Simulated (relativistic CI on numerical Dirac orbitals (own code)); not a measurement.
# Tl LXXI: sensitivity of the levels to the model

Base calculation: Dirac-Coulomb-Breit CI, separate exchange-only KLI orbitals for each configuration, model QED (radiative potential, 1s self-energy scaled to tabulated hydrogen-like ionisation energies), unscaled Slater integrals.

Configuration list (outside the closed core [Ne]): 3s, 3p, 3d, 4s, 4p, 4d, 4f, 5s, 5p, 5d, 5f, 5g, 6s, 6p, 6d. Levels of other configurations are missing.

Variants: (1) P86 correlation estimate; (2) Breit term removed. Shifts of the energy above 3s ²S1/2, in eV, for the lowest level and the first level of each name with at least 55 % of one term (blank where a level changes its place among those of its configuration and J or its character, or is not in the variant):

| Level | Base | Δ(1) | Δ(2) |
| --- | --- | --- | --- |
| 3s ²S1/2 | 0.00 | 0.00 | 0.00 |
| 3p ²P°1/2 | 184.80 | +0.06 | -5.88 |
| 3p ²P°3/2 | 760.63 | +0.06 | +0.24 |
| 3d ²D3/2 | 969.45 | -0.19 | +2.05 |
| 3d ²D5/2 | 1098.12 | -0.19 | +5.41 |
| 4s ²S1/2 | 4059.31 | +0.01 | +5.22 |
| 4p ²P°1/2 | 4135.41 | +0.06 | +2.89 |
| 4p ²P°3/2 | 4371.31 | +0.06 | +5.22 |
| 4d ²D3/2 | 4450.49 | +0.05 | +6.15 |
| 4d ²D5/2 | 4506.07 | +0.05 | +7.41 |
| 4f ²F°5/2 | 4546.89 | +0.40 | +8.28 |
| 4f ²F°7/2 | 4571.42 | +0.40 | +8.46 |
| 5s ²S1/2 | 5862.16 | +0.29 | +6.91 |
| 5p ²P°1/2 | 5900.26 | +0.32 | +5.77 |

At this charge energies of transitions that change n are usually good to better than 1 %, and those within a shell (Δn = 0) to a few per cent.

Ionisation energy from the two ground configurations alone: base 8880.2 eV; Breit term removed 8888.76 eV. The NIST ASD value (theoretical) is 8880 eV.
